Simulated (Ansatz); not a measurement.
Basis-set extrapolation for CH$_{6}$AlBO$_{2}$Si (PBE0-D4/def2-TZVP geometry, frozen core, Ansatz). Multiplicity 1, RHF reference.

|  | def2-TZVPP | def2-QZVPP |
| --- | --- | --- |
| HF | -746.734652 | -746.760314 |
| MP2 correlation | -0.929760 | -0.998398 |
| CCSD(T) correlation | -1.016924 | not run |

Energies in hartree. Use E(X) = E(∞) + A·exp(−7.88·√X) for Hartree–Fock and E(X) = E(∞) + B·X^(−2.97) for correlation, with X = 3 and 4, and add CCSD(T) minus MP2 of the smaller set to the MP2 limit.

Q: What is the CCSD(T) energy at the basis-set limit?

A: HF limit: -746.760314 + (-0.025662) × 0.13774 = -746.76385. MP2 limit: -0.998398 + (-0.068638) × 0.74074 = -1.04924. Higher-order term: -1.016924 − (-0.929760) = -0.08716. Total: -747.90025 hartree, 390.3 kJ/mol below CCSD(T)/def2-TZVPP.
